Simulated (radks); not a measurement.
Values are calculated unless marked as measured or tabulated.
Ionisation of the krypton ion Kr+, [Ar] 3d10 4s2 4p5, to [Ar] 3d10 4s2 4p4 as the strength of local exchange is varied. Level of theory: Dirac Kohn-Sham, Slater X-alpha exchange (alpha = 2/3 is LDA exchange), no correlation, spin-unpolarised, spherical densities, finite nucleus; open shells fill j = l - 1/2 first; Fermi nuclear charge, rms radius 4.1884 fm (a radial shooting solver on a logarithmic mesh with Libxc functionals).

| alpha | E(Kr+) (hartree) | exchange (hartree) | IE (eV) | -e of the level emptied (eV) | <r> of it (bohr) |
|---|---|---|---|---|---|
| 0.619 | -2776.89498 | -82.89470 | 22.927 | 17.401 (4p3/2) | 1.872 |
| 0.667 | -2783.33010 | -89.52010 | 23.634 | 18.060 (4p3/2) | 1.854 |
| 0.707 | -2788.70355 | -95.06290 | 24.230 | 18.619 (4p3/2) | 1.840 |
| 0.776 | -2797.99592 | -104.67038 | 25.276 | 19.599 (4p3/2) | 1.816 |
| 0.875 | -2811.37965 | -118.55705 | 26.813 | 21.046 (4p3/2) | 1.783 |
| 0.898 | -2814.49764 | -121.80044 | 27.176 | 21.389 (4p3/2) | 1.776 |

NIST Atomic Spectra Database: 24.360 eV (measured). The Delta-SCF value meets it near alpha = 0.72. Spin polarisation and multiplet splitting are left out, so open shells lie too high by an amount that depends on their filling.

Beside tabulated values, note that spin-unpolarised runs miss the spin-polarisation part of the exchange energy of open shells.
